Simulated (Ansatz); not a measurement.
Reactions of CHF$_{3}$Te, SMILES `FC(F)(F)[TeH]`.

Computed with Ansatz on PBE0-D4/def2-TZVP structures; ΔE is electronic, products minus reactants. CBS: MP2 limit from def2 TZ/QZ plus the TZ coupled-cluster correction, frozen cores. This one scheme is used for every species. DFT in def2-TZVPP. Open shells (•) are unrestricted, without spin–orbit coupling. def2 core potentials past Kr. For Te outer-core shells are correlated without core-valence functions, which leaves a few kJ/mol of doubt a bond. Each species was taken in one conformer, which may not be the lowest.

```
                                                             reaction  CCSD(T)/CBS(def2) (kcal/mol)
                 `FC(F)(F)[TeH]` + `[SiH3]`• → `FC(F)(F)[Te]`• + SiH₄                             ?
`FC(F)(F)[TeH]` + `C[SiH2]OB(N)F` → `NB(F)[TeH]` + `C[SiH2]OC(F)(F)F`                          11.0
     `FC(F)(F)[TeH]` + `O[SiH](Cl)Cl` → `FC(F)(F)O[SiH](Cl)Cl` + H₂Te                          -4.0
       `FC(F)(F)[TeH]` + `C=CCOB(O)O` → `OB(O)[Te]C(F)(F)F` + `C=CCO`                          16.9
```

(1) Fill in the missing values. (Best estimate.)

Largest T1 diagnostic: 0.015, for `[SiH3]`•.

## Answers

(1) The calculation gave: `FC(F)(F)[TeH]` + `[SiH3]`• → `FC(F)(F)[Te]`• + SiH₄: -20.5 kcal/mol.
